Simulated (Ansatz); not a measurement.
A nudged elastic band was laid between two geometries of Cl3HHfO + H2 (8 atoms, charge 0, multiplicity 1).

Computed with Ansatz 0.2.0, UHF/def2-SVP.

```yaml
movable_images: 7
climbing_image: yes
spring: 5.0 eV/Å²
optimiser: quadratic models (default)
start_path: through a guess of the saddle point
force_threshold: 0.05 eV/Å
iteration_limit: 60
end_points: relaxed
```

Initial state:

```xyz
8
Properties=species:S:1:pos:R:3
Hf -0.167 -0.346 -1.112
O 0.986 -1.067 0.205
Cl 0.059 -1.617 -3.103
Cl -2.411 -0.462 -0.345
Cl 0.437 1.911 -1.537
H 0.037 1.275 2.634
H -0.504 1.739 2.406
H 1.562 -1.433 0.853
```

Final state:

```xyz
8
Properties=species:S:1:pos:R:3
Hf -0.302 0.505 -0.627
O 0.479 -0.866 1.110
Cl 1.239 -0.947 -1.790
Cl -2.493 -0.206 0.004
Cl -0.719 2.144 -2.289
H 0.399 -0.705 2.041
H 0.362 1.699 0.595
H 1.034 -1.622 0.957
```

(1) Which bonds break or form, and what moves?

(2) What energy profile does the band end with?

(3) What is the geometry of the highest image?

## Answers

(1) Bonds broken: H6–H7. Bonds formed: Hf1–H7, O2–H6. Cl3HHfO + H2 becomes Cl3H3HfO.

(2) The forces met the threshold. The highest image is number 4 of 0 to 8, 1.89 eV above the first end and 1.12 eV above the last; the last end lies 0.77 eV above the first. Neighbouring images differ by up to 1.3 eV, so the band resolves the path poorly. A vibrational analysis at the climbing image gives one clearly imaginary mode, 1745i cm⁻¹: a first-order saddle point. The orbitals stay closed-shell, which can raise the energy where a bond breaks towards radicals; this wasn't checked here.

```
image  path coordinate (Å)  energy (eV)  H6–H7 (Å)  Hf1–H7 (Å)  O2–H6 (Å)
    0                 0.00         0.00       0.75        4.10       3.51
    1                 0.71         0.02       0.75        3.55       2.93
    2                 1.42         0.12       0.74        2.95       2.40
    3                 2.13         0.55       0.75        2.41       1.88
    4                 2.84         1.89       1.07        2.05       1.17
    5                 3.61         1.08       1.87        1.88       0.95
    6                 4.37         0.90       2.31        1.85       0.95
    7                 5.14         0.81       2.45        1.84       0.95
    8                 5.90         0.77       2.81        1.83       0.95
```

(3) 
```xyz
8
Properties=species:S:1:pos:R:3
Hf -0.370 0.158 -0.575
O 0.855 -0.682 0.902
Cl 0.383 -1.477 -2.152
Cl -2.698 -0.217 -0.407
Cl 0.196 2.196 -1.637
H 0.399 0.255 1.429
H -0.276 1.070 1.264
H 1.512 -1.304 1.178
```

Run time: 4.3 min on 2 threads of Arm Neoverse V1, with other jobs on the host, peak memory 0.4 GiB.
